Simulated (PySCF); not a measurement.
Geometry:
| atom | x (Å) | y (Å) | z (Å) |
| --- | --- | --- | --- |
| B1 | 1.176 | 1.131 | -0.064 |
| H2 | 1.766 | 1.468 | 0.941 |
| H3 | 1.426 | 1.701 | -1.104 |
| C4 | 0.243 | -0.107 | -0.049 |
| C5 | -0.752 | -0.243 | -1.198 |
| C6 | -0.345 | -0.520 | 1.297 |
| H7 | 1.104 | -0.803 | -0.266 |
| H8 | -0.287 | -0.021 | -2.170 |
| H9 | -1.591 | 0.460 | -1.067 |
| H10 | -1.184 | -1.256 | -1.249 |
| H11 | -0.775 | -1.534 | 1.264 |
| H12 | 0.408 | -0.494 | 2.098 |
| H13 | -1.158 | 0.165 | 1.589 |

Geometry: PBE0-D3(BJ)/def2-SVP; GIAO shifts from PySCF, gas phase, non-relativistic, averaged over equivalent atoms.

At wB97X-D/pcSseg-1 (113 basis functions, 12 s wall time on 1 thread of an Arm Neoverse N1, shared host):
```tsv
atoms	δ (ppm)
B1	81.3
H2/H3	7.12
H8/H9/H10/H11/H12/H13	1.38
H7	0.21
C4	42.7
C5/C6	21.7
```

Chemical shifts δ = σref − σ; 11B (σref 101.61) vs BF3·OEt2; 1H (σref 31.38) and 13C (σref 184.54) vs TMS, all at this level.

**Question.** Predict the values at PBE0/pcSseg-1 on the same geometry.

**Answer.** 
```
                atoms  δ at PBE0/pcSseg-1  change
                   B1                85.8    +4.5
                H2/H3                7.38   +0.26
H8/H9/H10/H11/H12/H13                1.41   +0.03
                   H7                0.32   +0.11
                   C4                45.9    +3.2
                C5/C6                21.9    +0.2
```

References, each an isolated molecule treated in the same way: 11B (σref 100.73) vs BF3·OEt2; 1H (σref 31.27) and 13C (σref 184.41) vs TMS.

The largest change is at B1 (boron bonded to C, 2 H). Cost: 113 basis functions, 16 s wall time on 1 thread of an Arm Neoverse N1, shared host.

A carbon bonded to boron is broadened by the quadrupolar boron nucleus and is often missing from a measured spectrum.
